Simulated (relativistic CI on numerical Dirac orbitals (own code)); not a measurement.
Computed by Dirac-Coulomb-Breit CI, separate exchange-only KLI orbitals for each configuration, model QED, unscaled Slater integrals (own radial code, finite nucleus).

The strongest absorption lines from the ground level of an ion, among the configurations computed and to levels below about 3140 eV (vacuum wavelength in Å, gf): 3.9518 (0.017), 3.9994 (0.03), 4.0902 (0.061), 4.0924 (0.00055), 4.3008 (0.16), 4.3066 (0.0014), 5.0403 (0.77), 5.0690 (0.0065).

Which ion is it?
A. Ar¹⁶⁺
B. S¹²⁺
C. Mg¹⁰⁺
D. S¹⁴⁺

D. S¹⁴⁺ has 2 electrons and the ground level 1s² ¹S0; the strongest line goes to 1s2p ¹P°1. The pattern of lines fixes the number of electrons, and along that sequence the line energies rise steadily with the charge (about as its square where n changes within one kind of shell, about linearly where n is kept but much faster in heavy ions where fine structure, which grows about as Z⁴, sets the gap, and irregularly where shells cross), which fixes Z. Configurations outside the model, such as inner-shell arrays, can give stronger lines. At this charge energies of transitions that change n are usually good to better than 1 %, and those within a shell (Δn = 0) to a few per cent.

LS names give the leading component of a level, which can be under half, so a name can repeat, a term be missing and a line seem to break the LS rules.
